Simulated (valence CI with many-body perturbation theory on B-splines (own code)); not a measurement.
**Which ion has this spectrum?**

A relativistic CI+MBPT calculation for an atom or ion with 6 electrons gives these levels (× 10³ cm⁻¹):

```
J  Parity       E     g
0    even    0.00      
1    even  3168.1  1.48
2    even  3297.9  1.16
2     odd  4750.1  1.56
1     odd  5260.4  1.09
2    even  6573.5  1.30
0    even  6917.0      
2     odd  7776.1  1.55
3     odd  8068.1  1.31
0     odd  8385.2      
1     odd  8511.5  1.30
2     odd  8594.1  1.07
1     odd  8621.1  1.34
2    even   10290  1.33
```

The energies are calculated, and their last digits are not significant.

Task: Which is it?
A. Ba50+
B. La51+
C. Cs49+
D. I47+

Result: A. Ba50+, ground level (2s^2 2p1/2^2) J=0.
